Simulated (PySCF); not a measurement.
Distorted geometries of [Tl(NC)]2+

[Tl(NC)]2+ (singlet). PySCF 2.14.0, RKS PBE, Tl def2-SVP with ECP60, N def2-SVP, C def2-SVP; non-relativistic Hamiltonian with scalar-relativistic core potentials where named; density fitting; no spin-orbit coupling. Relaxed geometry:

```xyz
3

Tl    0.0000    0.0000   -0.4567
N     0.0000    0.0000    1.9011
C     0.0000    0.0000    3.0918
```

Q: Order these distorted geometries by energy above the relaxed one, lowest first.
A.
```xyz
3

Tl   -0.1334    0.0099   -0.3971
N     0.0844   -0.0264    1.9446
C     0.0490    0.0165    2.9887
```
B.
```xyz
3

Tl    0.0116    0.0043   -0.4593
N    -0.0116   -0.0363    1.8746
C     0.0000    0.0320    3.1209
```
C.
```xyz
3

Tl    0.0049   -0.0435   -0.4999
N    -0.0198    0.0287    1.9241
C     0.0149    0.0149    3.1120
```

A: C (0.01 eV), B (0.15 eV), A (1.51 eV).

Q: Which forces (eV/Å) act in the one that lies 1.51 eV up?

A: 
```
Tl    0.05  -0.03  -0.26
N     0.61  -0.89 -23.92
C    -0.66   0.92  24.17
```
Forces carry noise of the integration grid, about 0.01 to 0.03 eV/Å.
